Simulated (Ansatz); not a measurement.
`B[CH2][Al]([CH3])[SiH3]` and `[CH3][Al]([SiH3])[BH]O` differ in one atom or group.

Ansatz, PBE0-D4/def2-TZVP geometries, multiplicity 1. Each molecule was computed in one conformer, which needn't be the lowest.

```csv
property,`B[CH2][Al]([CH3])[SiH3]`
HOMO–LUMO gap (ωB97M-V/def2-TZVPP) / eV,9.11
LUMO energy (PBE0/def2-TZVPP) / eV,-1.99
HOMO energy (ωB97M-V/def2-TZVPP) / eV,-9.39
HOMO–LUMO gap (B3LYP/def2-TZVPP) / eV,5.04
HOMO–LUMO gap (PBE/def2-TZVPP) / eV,3.55
LUMO energy (ωB97M-V/def2-TZVPP) / eV,-0.29
```

Problem. What does the change do to each property? (Estimate.)

Solution. The calculation gave: 
```tsv
property	`[CH3][Al]([SiH3])[BH]O`	shift
HOMO–LUMO gap (ωB97M-V/def2-TZVPP) / eV	8.03	-1.08
LUMO energy (PBE0/def2-TZVPP) / eV	-2.37	-0.38
HOMO energy (ωB97M-V/def2-TZVPP) / eV	-8.67	0.72
HOMO–LUMO gap (B3LYP/def2-TZVPP) / eV	3.93	-1.11
HOMO–LUMO gap (PBE/def2-TZVPP) / eV	2.40	-1.15
LUMO energy (ωB97M-V/def2-TZVPP) / eV	-0.64	-0.35
```

With PBE0 the HOMO rises by 0.75 eV and the LUMO falls by 0.38 eV, so the gap narrows by about 1.13 eV. PBE moves the HOMO by 0.80 eV and ωB97M-V by 0.72 eV.

B3LYP here is the variant with VWN-RPA as its local correlation; programs differ in this.
